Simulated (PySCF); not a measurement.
C$_{4}$CoO$_{4}$ (SMILES [O+]#[C-]->[Co](<-[C-]#[O+])(<-[C-]#[O+])<-[C-]#[O+]), doublet, at a GFN2-xTB geometry (such geometries of metal compounds can be far from the true shape) (the multiplicity is a formal guess). Base run: PySCF with DF-BLYP/6-31G.

Input for PySCF:
```python
from pyscf import gto, scf, dft

mol = gto.M(
    atom='''
Co   -0.000000    0.000000   -0.000000
O     1.343801    1.245034   -2.271028
C     0.860997    0.750185   -1.361262
O    -0.107426   -1.323677    2.598041
C    -0.016987   -0.803870    1.584498
O    -0.439820   -2.495032   -1.447360
C    -0.314094   -1.506427   -0.888342
O    -0.796556    2.573675    1.120346
C    -0.529917    1.560112    0.665106
''',
    basis='6-31g',
    charge=0,
    spin=1,
    verbose=4,
)

mf = dft.UKS(mol)
mf.xc = 'blyp'
mf = mf.density_fit(auxbasis='def2-universal-jkfit')
mf.kernel()
```

The base run was repeated with changes; each row names its change, and settings that it needs were set with it.

```json
[
 {"change": "base", "ΔE vs base (mEh)": "0.000", "SCF cycles": "25", "<S^2>": "0.751", "outcome": "converged"},
 {"change": "conv_tol = 1e-11", "ΔE vs base (mEh)": "0.000", "SCF cycles": "30", "<S^2>": "0.751", "outcome": "converged"},
 {"change": "damp = 0.5; diis_start_cycle = 5", "ΔE vs base (mEh)": "-", "SCF cycles": "50", "<S^2>": "-", "outcome": "not converged"},
 {"change": "init_guess = sap", "ΔE vs base (mEh)": "0.000", "SCF cycles": "21", "<S^2>": "0.751", "outcome": "converged"},
 {"change": "solver = newton", "ΔE vs base (mEh)": "43.716", "SCF cycles": "-", "<S^2>": "0.770", "outcome": "another SCF solution"},
 {"change": "level_shift = 0.5 (with mf.max_cycle = 100)", "ΔE vs base (mEh)": "-", "SCF cycles": "100", "<S^2>": "-", "outcome": "not converged"},
 {"change": "diis_space = 12", "ΔE vs base (mEh)": "0.000", "SCF cycles": "22", "<S^2>": "0.751", "outcome": "converged"},
 {"change": "diis_space = 2", "ΔE vs base (mEh)": "-", "SCF cycles": "50", "<S^2>": "-", "outcome": "not converged"},
 {"change": "level_shift = 0.1 (with mf.max_cycle = 100)", "ΔE vs base (mEh)": "0.000", "SCF cycles": "53", "<S^2>": "0.751", "outcome": "converged"},
 {"change": "level_shift = 1.0 (with mf.max_cycle = 100)", "ΔE vs base (mEh)": "-", "SCF cycles": "97", "<S^2>": "-", "outcome": "not converged"},
 {"change": "conv_tol = 1e-4", "ΔE vs base (mEh)": "0.132", "SCF cycles": "17", "<S^2>": "0.751", "outcome": "converged"},
 {"change": "diis_space = 4", "ΔE vs base (mEh)": "0.000", "SCF cycles": "32", "<S^2>": "0.751", "outcome": "converged"}
]
```

A guess, shift, damping, solver or small numerical setting can't move a converged solution much, so rows marked as another SCF solution ended in a different state.

Open shells are given as the SCF converged; they aren't shown to be the lowest states, and a large step between rows can be another state.
